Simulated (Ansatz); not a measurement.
1,2-elimination

Start structure (CH5ClSn, closed shell), relaxed at PBE0-D4/def2-TZVP:

| atom | x (Å) | y (Å) | z (Å) |
| --- | --- | --- | --- |
| Sn1 | -0.3225 | 0.0910 | 0.8966 |
| Cl2 | -2.6173 | -0.1010 | 0.4682 |
| C3 | 0.6324 | -0.0845 | -0.9954 |
| H4 | 0.2789 | 0.7099 | -1.6519 |
| H5 | -0.1210 | 1.6193 | 1.6255 |
| H6 | 0.0489 | -1.1799 | 1.9710 |
| H7 | 0.3867 | -1.0509 | -1.4343 |
| H8 | 1.7139 | -0.0039 | -0.8795 |

The step: CH₅ClSn ([CH3][SnH2][Cl]) → CH₄Sn ([CH2][SnH2]) + HCl; bonds formed: Cl2–H4; bonds broken: Sn1–Cl2, C3–H4. Computed with Ansatz 0.2.0 (basis: def2-TZVPP and def2-QZVPP); correlated methods freeze the cores. Filled d shells of the heavier atoms are correlated. Core potentials replace the inner electrons of the atoms past krypton. The def2 sets are not built for correlating such inner shells, so the correlated values are less sure here. Extrapolation: Hartree–Fock as exp(−7.88 √X), correlation as X^−2.97. Energies below are by CCSD(T) at an estimated basis limit (MP2 extrapolated from triple and quadruple zeta, plus CCSD(T) − MP2 in triple zeta).

(1) What are the electronic barrier and the energy of the step, from the start structure to the end structure? (An estimate is asked for; the value comes from the calculation.)

The T1 diagnostic stays at or below 0.020. The restricted Hartree–Fock reference is unstable towards an unrestricted one at one or more of these structures.

## Answers

(1) The calculation gives: Barrier 322.1 kJ/mol; step energy 302.0 kJ/mol (uphill); reverse barrier, their difference, 20.0 kJ/mol. Barrier and step energy count from the start structure, the reverse barrier from the end structure.

The saddle point: One imaginary mode of 459i cm⁻¹.
```json
{"pair": "Cl2–H4", "start (Å)": "3.68", "saddle (Å)": "1.46", "end (Å)": "1.33"}
{"pair": "Sn1–Cl2", "start (Å)": "2.34", "saddle (Å)": "3.54", "end (Å)": "4.16"}
{"pair": "C3–H4", "start (Å)": "1.09", "saddle (Å)": "1.56", "end (Å)": "1.95"}
```

Zero-point energy (harmonic, PBE0-D4): ZPE is 133.7 kJ/mol at the start and 113.5 kJ/mol at the saddle, so the barrier goes from 322.1 to 301.9 kJ/mol.

Labels in which every atom is bracketed show which atoms are joined, not bond orders.

For scale, one of the runs: CCSD(T)/def2-TZVPP, 193 basis functions, launched by `ansatz run in.yaml --threads 4 --pin off --events-out ev --progress --plain --max-ram 9574MiB`. Time: 80 s of wall clock on 4 CPU threads of an Intel Xeon; the host was shared. Peak host memory: 2.4 GiB.
